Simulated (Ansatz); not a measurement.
Cost and result for the atomization energy of C₂H₆SiTe, SMILES `C=C[Te][SiH3]` (10 atoms, 9 bonds).

```xyz
10

C     0.750   -1.570   -1.573
C    -0.103   -0.935   -0.786
Te    0.057   -0.916    1.312
Si   -0.407    1.525    1.481
H     0.587   -1.611   -2.646
H     1.633   -2.071   -1.191
H    -0.980   -0.437   -1.188
H     0.728    2.347    0.989
H    -1.618    1.852    0.684
H    -0.648    1.816    2.917
```

Charge 0, multiplicity 1. Correlated methods include outer-core shells of Te, which these sets cover unevenly. Te: def2 effective core potential. The structure was optimised at the PBE0-D4/def2-TZVP level. It is one conformer, not always the lowest. Program: Ansatz. All runs use 4 threads of a server CPU on a shared host. Times are those of one run each, without the atoms' runs, and a repeat can differ threefold. Electronic energies, without spin–orbit coupling; frozen cores. CCSD(T)/CBS adds CCSD(T) − MP2 in def2-TZVPP to the MP2 limit, and its time is that of the two runs behind it. T1 = 0.011. With those shells the extrapolation isn't a true limit. B3LYP takes the VWN-RPA correlation (the form of Gaussian; ORCA's B3LYP/G).

CCSD(T)/CBS is a level of theory with its own doubt, some kJ/mol a heavy atom from the limit and from the frozen cores, so smaller differences don't rank the functionals.

```
                            level  functions  atomization (kJ/mol)  difference from CCSD(T)/CBS  per bond
               CCSD(T)/def2-TZVPP        238                3302.1                        -98.4     -10.9
              BHLYP-D4/def2-TZVPP        238                3308.7                        -91.8     -10.2
            r2SCANh-D4/def2-TZVPP        238                3368.3                        -32.2      -3.6
 ωB97M-V/def2-TZVPP (with forces)        238                3376.6                        -23.9      -2.7
                B2PLYP/def2-TZVPP        238                3342.7                        -57.8      -6.4
                CCSD(T)/CBS(def2)          –                3400.5                          0.0       0.0
                   MP2/def2-QZVPP        446                3382.5                        -18.0      -2.0
  PBE-D4/def2-TZVPP (with forces)        238                3432.5                         32.0       3.6
                B97M-V/def2-TZVPP        238                3389.6                        -10.9      -1.2
               ωB97X-V/def2-TZVPP        238                3392.0                         -8.5      -0.9
B3LYP-D4/def2-TZVPP (with forces)        238                3388.1                        -12.4      -1.4
                 CCSD(T)/def2-SVP        102                3180.4                       -220.1     -24.5
          CAM-B3LYP-D4/def2-TZVPP        238                3382.6                        -17.9      -2.0
```

(1) Order the runs by time, with rough figures. (Estimate.)

Answers

(1) Ansatz gave: PBE-D4/def2-TZVPP (with forces) 1.3 s; CAM-B3LYP-D4/def2-TZVPP 1.9 s; BHLYP-D4/def2-TZVPP 2.1 s; r2SCANh-D4/def2-TZVPP 2.4 s; B3LYP-D4/def2-TZVPP (with forces) 2.5 s; CCSD(T)/def2-SVP 2.9 s; B2PLYP/def2-TZVPP 3.1 s; ωB97X-V/def2-TZVPP 3.8 s; B97M-V/def2-TZVPP 4 s; ωB97M-V/def2-TZVPP (with forces) 5.5 s; MP2/def2-QZVPP 12 s; CCSD(T)/def2-TZVPP 62 s; CCSD(T)/CBS(def2) 73 s.

In def2-TZVPP, CCSD(T) changes the Hartree–Fock value by +822.5 kJ/mol (the triples alone add +53.3 kJ/mol) and MP2 by +844.8 kJ/mol; breaking electron pairs costs correlation energy, which Hartree–Fock lacks. The D4 term adds +39.4 kJ/mol with B3LYP and +20.6 kJ/mol with PBE0; it sums over pairs of atoms, weighted by their polarisabilities, and B3LYP, whose exchange is more repulsive, gets the larger term. From BLYP to BHLYP (50 % exact exchange), in def2-TZVPP and without D4, the atomization energy moves by −49.7 kJ/mol: exact exchange takes away binding that semilocal exchange gives to molecules.

Spin–orbit coupling would lower the free Te atoms strongly, and the atomization energy with them, by more than many differences here.
